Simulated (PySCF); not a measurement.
# Computed structure and properties of [PbOF]+

System: [PbOF]+ (singlet); start: template (Cs). Method: PySCF 2.14.0, RKS PBE0, Pb def2-SVP with ECP60, O def2-SVP, F def2-SVP; non-relativistic Hamiltonian with scalar-relativistic core potentials where named; density fitting; no spin-orbit coupling.

Input of the relaxation:

```python
mol = gto.M(atom='''
Pb     0.03565     0.00000    -0.10271
O      1.50815     0.00000     0.55629
F     -1.65995     0.00000     0.65609''',
    basis={'Pb': 'def2-SVP', 'O': 'def2-SVP', 'F': 'def2-SVP'},
    ecp={'Pb': 'def2-SVP'},
    charge=1, spin=0)
mf = dft.RKS(mol, xc='PBE0')
mf.grids.atom_grid = (50, 194)
mf = mf.density_fit()  # fitting sets: Pb def2-universal-JKFIT, O def2-universal-JKFIT, F def2-universal-JKFIT
mf.conv_tol = 1e-08; mf.max_cycle = 55
mf.kernel(dm0)  # dm0: converged density of the start geometry
# quasi-Newton relaxation in Cartesian coordinates to a largest gradient under 0.00045 Eh/bohr, steps kept in the point group
```

Run from Python with OMP_NUM_THREADS=2; the lines above give its settings. Where DIIS fails, smearing, a level shift and second-order steps follow.
It took 7.4 s on 2 threads of Arm Neoverse V2, with other jobs on the host, from the converged density of the start.

Course of the relaxation:

| step | energy above end (eV) | largest force component within the symmetry (eV/Å) |
| --- | --- | --- |
| 0 | 3.0541 | 17.940 |
| 1 | 0.5940 | 2.434 |
| 2 | 0.3683 | 1.033 |
| 3 | 0.2324 | 1.099 |
| 4 | 0.1472 | 1.074 |
| 5 | 0.0888 | 1.144 |
| 6 | 0.0327 | 1.128 |
| 7 | 0.0039 | 0.500 |
| 8 | 0.0001 | 0.065 |
| 9 | 0.0000 | 0.015 |
| 10 | 0.0000 | 0.007 |

Relaxed geometry (C∞v):

```xyz
3

Pb   -0.0188    0.0000    0.3677
O     1.8830    0.0000    0.3257
F    -1.9803    0.0000    0.4162
```

```json
{"contact": "Pb1–O2 (O)", "Å": "1.902"}
{"contact": "Pb1–F3 (F)", "Å": "1.962"}
```

On the finer grid (75, 302):

```
HOMO                                                          : -15.90 eV
LUMO                                                          : -11.62 eV
Dipole about the centre of mass                               : 0.63 D
Set of Mulliken populations of Pb1 outside the core potential : s 3.50, p 6.83, d 10.14
D3(BJ) dispersion energy (not in the energies)                : -0.031 eV
```

```json
{"atom": "Pb1", "Mulliken (e)": "1.52", "Löwdin (e)": "1.32", "spin (e)": "0.00"}
{"atom": "O2", "Mulliken (e)": "-0.26", "Löwdin (e)": "-0.17", "spin (e)": "0.00"}
{"atom": "F3", "Mulliken (e)": "-0.26", "Löwdin (e)": "-0.15", "spin (e)": "0.00"}
```

On the grid (50, 194), as all that follows. Harmonic modes: a minimum; lowest 123 cm⁻¹ (negative: unstable), highest 720 cm⁻¹, zero-point energy 0.097 eV.

Rigid scan of O along the line from its metal:

(distance to O2 (Å), energy (eV)): (1.60, 2.138), (1.70, 0.774), (1.80, 0.158), (1.90, 0.000), (2.00, 0.106), (2.10, 0.349), (2.20, 0.647), (2.35, 1.098)

Taking off one F (charge -1, singlet; the rest: singlet) in vacuum, both parts rigid, costs 19.51 eV; the small basis without counterpoise inflates it. Most of it is the attraction of opposite charges; other ways to part are cheaper, and one spin state was tried for the rest.

Rigid scan of F along the line from its metal:

```
distance to F3 (Å)  energy (eV)
              1.66        2.009
              1.76        0.740
              1.86        0.155
              1.96        0.000
              2.06        0.112
              2.16        0.380
              2.36        1.118
              2.66        2.243
              3.06        3.371
              3.56        4.221
```

One start shape was tried, so this needn't be the lowest isomer.
